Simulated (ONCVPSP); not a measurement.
## iron: ONCV pseudisation with PBE, scalar-relativistic reference atom.

```
Element                 : Fe
Generator               : ONCVPSP 4.0.1
Type                    : optimised norm-conserving Vanderbilt (ONCV)
Functional              : PBE
Relativity              : scalar-relativistic
Frozen core             : [Ne]
Valence charge          : 16
Reference configuration : 3s2 3p6 3d6 (charge +2)
Partial waves           : 3s: rc 1.30 bohr, ncon 4, nbas 8, qcut 7.9 1/bohr, 2 projectors, debl 3.9 Ha; 3p: rc 1.30 bohr, ncon 3, nbas 6, qcut 9.8 1/bohr, 2 projectors, debl 3.4 Ha; 3d: rc 1.40 bohr, ncon 4, nbas 9, qcut 8.9 1/bohr, 1 projector
Local potential         : polynomial inside 0.90 bohr (lpopt 2, dvloc0 2 Ha)
Core correction         : Teter function, fcfact 3, rcfact 1.05
```

In the s channel the program set the typed energies aside and used -4.133, 0.250 Ha.

All-electron outer shells of the reference configuration (PBE, scalar-relativistic, ld1.x):

```csv
shell,level (eV),outermost node (bohr),outermost maximum (bohr)
3s,-112.47,0.33,0.70
3p,-78.51,0.30,0.72
3d,-25.72,–,0.71
```

Task: Estimate the cutoffs (Ha) at which the residual kinetic energy of the hardest occupied pseudo-wave falls to 1 and 0.1 mHa per electron.

Result: 39 Ha and 141 Ha.

Task: Does the potential have ghost states?

Result: No bound ghost flagged; no localised positive-energy state flagged.

Task: Which valence shell sets the plane-wave cutoff?

Result: 3d: 39 Ha for 1 mHa per electron, against 32 Ha for 3p.

Its largest configuration-test error is +32 meV (3s2 3p6 3d5). 1 of 4 tests not solved or not reliable.
